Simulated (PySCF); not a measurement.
A GIAO shielding run with PySCF 2.14 (density fitting, non-relativistic, gas phase) on SMILES NC(=O)[SiH2]C=O, C2H5NO2Si:

```
$ OMP_NUM_THREADS=1 python probes_run.py task.json out

{"job": {"kind": "nmr", "xc": "B3LYP", "basis": "pcSseg-2", "pop": false}, "charge": 0, "multiplicity": 1}
N      1.554019     0.474149    -0.832622
C      1.253340    -0.097538     0.352304
O      2.064014    -0.423672     1.198868
Si    -0.615476    -0.384331     0.720303
C     -1.674285     0.016992    -0.854257
O     -1.182694     0.536036    -1.832912
H      2.527479     0.648646    -1.061050
H      0.814311     0.693997    -1.497413
H     -0.858125    -1.797637     1.124809
H     -1.067160     0.534235     1.806349
H     -2.771720    -0.227474    -0.867152
```

Hardware: 1 thread of an Arm Neoverse V2, shared host.

Question: How large is the calculation?

Answer: 54 electrons, 293 basis functions and 813 auxiliary functions.

Question: How long does it take, and how much memory does it need?

Answer: 39 s of wall time, with 15 SCF cycles and 5 response iterations; peak memory 1.1 GiB. Times on a shared host scatter by some tens of per cent.

Question: And these other runs on the same molecule and hardware: GIAO shielding at B97-D/pcSseg-2; GIAO shielding at BLYP/pcSseg-2; GIAO shielding at BP86/pcSseg-2; GIAO shielding at HF/pcSseg-2; GIAO shielding at KT2/pcSseg-2; GIAO shielding at KT3/pcSseg-2?

Answer: B97-D/pcSseg-2: 293 functions, 47 s; BLYP/pcSseg-2: 293 functions, 48 s; BP86/pcSseg-2: 293 functions, 47 s; HF/pcSseg-2: 293 functions, 22 s; KT2/pcSseg-2: 293 functions, 49 s; KT3/pcSseg-2: 293 functions, 49 s.
